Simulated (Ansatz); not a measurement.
Two members of one family (BAs nanocrystals, H-capped) that differ in charge, which shifts all levels, computed with Ansatz in the gas phase. The two geometries come from different levels. A negative affinity means that the extra electron isn't bound at that geometry and level; within about 0.2 eV of zero the sign isn't settled. Sets without diffuse functions give affinities that are too small. A dash marks a value that wasn't run or was left out as unsound. The structures are stationary points that may keep the symmetry of their start. Remarks come from the PBE and PBE0 runs and from stability tests at other levels; not every state was tested. A HOMO above zero means that the electron is unbound at that level and held by the basis, or that self-interaction error raises the level; the energy of removing that electron tells which. HOMO above LUMO (over both spins in singlets and doublets, within one spin in higher multiplets; at PBE or PBE0), or a gap under 0.15 eV within one spin, warns that the state may not be the lowest or that an electron is smeared out.

First: B3As3H12, cut from wurtzite (singlet, charge 0, B3LYP-D4/def2-SVP geometry).

```
atom   x (Å)   y (Å)   z (Å)
 As1   0.446  -1.847  -0.335
  B2   0.104  -0.640  -1.977
 As3   0.402   1.309  -1.359
  B4  -0.520  -1.410   1.439
 As5  -0.181   0.590   1.828
  B6  -0.566   1.974   0.342
  H7   0.134  -3.276  -0.714
  H8   1.936  -1.988  -0.095
  H9   0.852  -0.925  -2.886
 H10  -1.082  -0.735  -2.218
 H11   1.886   1.602  -1.261
 H12   0.057   2.234  -2.502
 H13  -0.102  -2.103   2.340
 H14  -1.707  -1.507   1.203
 H15   1.223   0.784   2.367
 H16  -0.959   0.980   3.062
 H17  -1.753   1.884   0.104
 H18  -0.172   3.072   0.661
```

| level | HOMO (eV) | LUMO (eV) | gap (eV) | vertical EA (eV) |
| --- | --- | --- | --- | --- |
| PBE-D4/def2-SVP | -6.69 | -1.32 | 5.37 | -0.65 |
| r2SCAN-D4/def2-TZVP | -7.01 | -1.22 | 5.78 | – |
| B3LYP-D4/6-31G | -7.57 | -0.29 | 7.28 | – |
| PBE0-D4/def2-SVP | -7.85 | -0.53 | 7.32 | -0.82 |
| PBE0-D4/def2-TZVP | -7.87 | -0.68 | 7.19 | – |

Remarks: HOMO above zero (-1 doublet).

Second: B4As5H16⁺, cut from zinc blende, disc (singlet, charge 1, r2SCAN-D4/def2-SVP geometry).

Cartesian coordinates in Å:
```
B -0.532 1.389 1.293
B 0.064 -2.117 1.303
B -1.771 0.019 -1.746
B 1.704 0.052 -0.989
As -1.971 1.341 -0.188
As -0.470 -0.408 2.308
As 1.284 1.578 0.334
As 1.684 -1.694 0.113
As 0.181 0.054 -2.383
H -0.724 2.308 2.052
H -0.852 -2.362 0.547
H 0.349 -2.987 2.092
H -2.505 0.334 -2.652
H -1.949 -1.084 -1.273
H 2.777 0.217 -1.519
H -3.303 1.138 0.481
H -2.115 2.768 -0.652
H -1.809 -0.605 2.963
H 0.388 -0.154 3.520
H 2.394 1.716 1.342
H 1.370 2.911 -0.363
H 2.983 -1.703 0.875
H 1.921 -2.833 -0.840
H 0.473 1.217 -3.294
H 0.427 -1.094 -3.324
```

Estimate the same table for the second.


```csv
level,HOMO (eV),LUMO (eV),gap (eV),vertical EA (eV)
PBE-D4/def2-SVP,-10.51,-5.25,5.26,3.38
r2SCAN-D4/def2-TZVP,-10.79,-5.11,5.69,–
B3LYP-D4/6-31G,-11.43,-4.29,7.14,–
PBE0-D4/def2-SVP,-11.68,-4.47,7.21,3.19
PBE0-D4/def2-TZVP,-11.67,-4.49,7.18,–
```

Remarks: gap within one spin near zero at PBE or PBE0 (neutral doublet).
